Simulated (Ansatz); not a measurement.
A nudged elastic band was laid between two geometries of C2H7NSSi (12 atoms, charge 0, multiplicity 1).

Method: RKS PBE-D4/cc-pVDZ (Ansatz 0.2.0).

```
movable images  : 5
climbing image  : yes
spring          : 5.0 eV/Å²
optimiser       : quadratic models (default)
start path      : IDPP
force threshold : 0.05 eV/Å
iteration limit : 60
end points      : relaxed
```

Image 0:

```xyz
12
Properties=species:S:1:pos:R:3
N -0.556 1.483 0.373
C -0.190 0.204 -0.090
Si 1.426 -0.534 0.603
C -1.254 -0.723 -0.550
S -0.253 -0.225 -2.011
H -1.377 1.857 -0.123
H 0.206 2.166 0.275
H 1.540 -1.957 0.133
H 1.422 -0.497 2.118
H 2.587 0.296 0.112
H -2.289 -0.335 -0.531
H -1.183 -1.790 -0.274
```

Image 6:

```xyz
12
Properties=species:S:1:pos:R:3
N -0.610 1.554 0.050
C -0.185 0.207 -0.264
Si 1.351 -0.526 0.602
C -1.281 -0.709 -0.708
S -0.183 -0.217 -2.090
H -0.989 1.564 1.011
H 0.204 2.186 0.062
H 1.559 -1.976 0.249
H 1.189 -0.399 2.105
H 2.553 0.293 0.196
H -2.286 -0.257 -0.751
H -1.246 -1.775 -0.427
```

**Question.** What changes between the two ends?

**Answer.** No bond is made or broken. The height of N1 over the plane of its neighbours goes from -0.35 to 0.40 Å.

**Question.** What energy profile does the band end with?

**Answer.** The run converged. The highest image is number 3 of 0 to 6, 0.208 eV above the first end and 0.026 eV above the last; the last end lies 0.182 eV above the first. A vibrational analysis at the climbing image gives one clearly imaginary mode, 222i cm⁻¹: a first-order saddle point.

| image | path coordinate (Å) | energy (eV) | height of N1 over the plane of its neighbours (Å) |
| --- | --- | --- | --- |
| 0 | 0.00 | 0.000 | -0.35 |
| 1 | 0.27 | 0.035 | -0.26 |
| 2 | 0.55 | 0.151 | -0.04 |
| 3 | 0.82 | 0.208 | 0.22 |
| 4 | 1.16 | 0.203 | 0.33 |
| 5 | 1.50 | 0.189 | 0.38 |
| 6 | 1.84 | 0.182 | 0.40 |

**Question.** What is the geometry of the highest image?

**Answer.** 
```xyz
12
Properties=species:S:1:pos:R:3
N -0.484 1.559 0.038
C -0.163 0.223 -0.198
Si 1.394 -0.524 0.602
C -1.237 -0.699 -0.651
S -0.130 -0.430 -2.085
H -1.440 1.764 0.334
H 0.219 2.138 0.496
H 1.509 -1.976 0.237
H 1.304 -0.385 2.112
H 2.603 0.257 0.150
H -2.245 -0.257 -0.754
H -1.253 -1.727 -0.247
```

**Question.** What are the harmonic wavenumbers there?

**Answer.** 222i, 95, 188, 227, 284, 319, 353, 472, 604, 615, 629, 704, 866, 879, 883, 911, 952, 1011, 1053, 1267, 1312, 1408, 1569, 2097, 2152, 2186, 3003, 3085, 3479, 3596 cm⁻¹.

Time of the run: 100 s on 2 threads of Arm Neoverse V1, on a shared host, peak memory 0.17 GiB.
